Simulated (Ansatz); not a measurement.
Energy needed to pull apart H2SeO (SMILES O[SeH]), singlet, into free ground-state atoms, from the structure below (displaced at random from its PBE0-D4/def2-TZVP minimum); no zero-point or spin–orbit terms; open-shell atoms are treated unrestricted, in their ground-state multiplicity.

O1  (-0.288, -0.568, 0.784)
Se2  (0.433, 0.912, -0.028)
H3  (0.228, -1.322, 0.376)
H4  (-0.346, 0.884, -1.289)
(Å)

Computed with Ansatz 0.2.0 (basis: def2-TZVPP); correlated methods freeze the cores. Filled d shells of the heavier atoms are correlated. The def2 sets are not built for correlating such inner shells, so the correlated values are less sure here.

```csv
method,atomization energy (eV)
PBE-D4,11.33
r2SCAN-D4,10.93
PBE0-D4,?
wB97M-V,10.89
HF,?
MP2,10.79
CCSD,10.30
CCSD(T),10.59
```

(1) What does HF give? (To be estimated.)

(2) What does PBE0-D4 give? (To be estimated.)

T1 diagnostic: at most 0.011.

Results:

(1) The calculation gives: 6.16 eV, which is about 4.44 eV less than CCSD(T)/def2-TZVPP.

(2) By the calculation: 10.74 eV, which is about 0.15 eV more than CCSD(T)/def2-TZVPP.

In triple zeta the MP2 and coupled-cluster atomization energies are still short of their basis limit by a few kcal/mol a bond, whereas those of the functionals are nearly converged, so these differences are not deviations from converged CCSD(T).

For scale, one of the runs: CCSD(T)/def2-TZVPP forces, 107 basis functions (an equivalent command: `ansatz run in.yaml --threads 2`). Hardware: 2 CPU threads, shared host. Wall time about 30 s.
